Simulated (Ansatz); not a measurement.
`C[Se][Al]([F])[F]` + CH₃SH → `C[S][Al]([F])[F]` + `C[SeH]` at 600 K and 1 bar (ligand exchange at the Al–Se bond).

Calculated with Ansatz (gas phase, PBE0-D4/def2-TZVP geometries, no zero-point term in ΔE). CCSD(T)/CBS adds triple-zeta CCSD(T) − MP2 to the extrapolated MP2 energy (def2 sets, frozen cores). This one scheme is used for every species. For Se outer-core shells are correlated without core-valence functions, which leaves a few kJ/mol of doubt a bond. Scalar relativity is left out up to krypton. Each species was taken in one conformer, which may not be the lowest.

| species | CCSD(T)/CBS energy (Eh) | H − E (kJ/mol) | S (J/(mol·K)) |
| --- | --- | --- | --- |
| `C[Se][Al]([F])[F]` | -2882.36734 | 172.5 | 457.9 |
| CH₃SH | -438.22835 | 152.3 | 296.8 |
| `C[S][Al]([F])[F]` | -879.43566 | 173.6 | 440.9 |
| `C[SeH]` | -2441.15625 | 149.5 | 312.9 |

H − E and S are ideal-gas, rigid-rotor, harmonic terms from PBE0-D4/def2-TZVP, for one conformer and one mirror image of each species. 1 Eh = 2625.50 kJ/mol, R = 8.31446 J/(mol·K).

Question: By hand: ΔE, ΔH, ΔS and ΔG.

Answer: ΔE = (-879.43566) + (-2441.15625) − (-2882.36734) − (-438.22835) = 0.00378 Eh = 9.9 kJ/mol. Δ(H − E) = 173.6 + 149.5 − 172.5 − 152.3 = -1.7, so ΔH = 8.2 kJ/mol. ΔS = 440.9 + 312.9 − 457.9 − 296.8 = -0.9 J/(mol·K). ΔG = 8.2 − 600 × (-0.9)/1000 = 8.7 kJ/mol.

Question: By hand: the equilibrium constant, and the temperature at which ΔG would vanish if ΔH and ΔS stayed fixed.

Answer: log₁₀ K = −ΔG/(RT ln 10) = -0.8. ΔH and −TΔS have one sign here, so there is no such temperature. One of them is within its doubt of zero, so this could turn.

The number of gas molecules stays the same, so ΔS is small and ΔH decides. A doubt of 5 kJ/mol in ΔE shifts log₁₀ K by 0.4 here. Other conformers and mirror images would add mixing entropy, several J/(mol·K) or more a flexible species. Modes under 60 cm⁻¹, often nearly free rotors, make the harmonic entropy too high. These are equilibria of isolated gas molecules and say nothing of rates. Largest T1 diagnostic: 0.012 (customary marks: 0.02 for closed shells, 0.045 for open ones).
